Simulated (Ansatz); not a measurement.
Born–Oppenheimer molecular dynamics of AlClF2H2 (6 atoms, charge 0, multiplicity 1). It starts at the highest image of a converged band, a first-order saddle point between two minima.

These are results of Ansatz, RKS B3LYP-D4/def2-SVP, not measurements.

```
ensemble                      : NVE (velocity Verlet)
time step                     : 0.5 fs
steps asked                   : 200
starting velocities drawn for : 300 K
seed                          : 6239
```

First frame:

```xyz
6
Properties=species:S:1:pos:R:3
Al -0.077 -0.187 0.007
H -0.098 0.077 1.664
F 1.413 0.017 -0.690
Cl -1.818 0.248 -1.060
F -0.148 -1.896 0.830
H -0.132 -1.133 1.591
```

Question: How far do the bonds stretch over the last three quarters of this one trajectory? (Pairs bonded in most of those frames.)

Answer: 
```tsv
bond	mean (Å)	spread (Å)	shortest	longest
Al1–F3	1.656	0.038	1.58	1.72
Al1–Cl4	2.093	0.051	1.96	2.18
Al1–F5	1.662	0.064	1.55	1.76
H2–H6	0.765	0.016	0.74	0.79
```

Mean temperature of the second half: 1665 K. The conserved energy stayed within 0.09 meV per atom of its start (net change 0.037 meV per atom), so the integration is sound. The kinetic energy rose, since the run started high on the potential surface and went downhill. It ends in pieces (AlClF2 + H2), so much of that is their flight and rotation, not heat. A run of 0.1 ps of so small a system gives no equilibrium averages. The orbitals stay closed-shell, which can raise the energy where a bond breaks towards radicals; this wasn't checked here.

Time of the run: 7.6 min on 1 thread of Arm Neoverse V1 (shared host), peak memory 0.14 GiB.
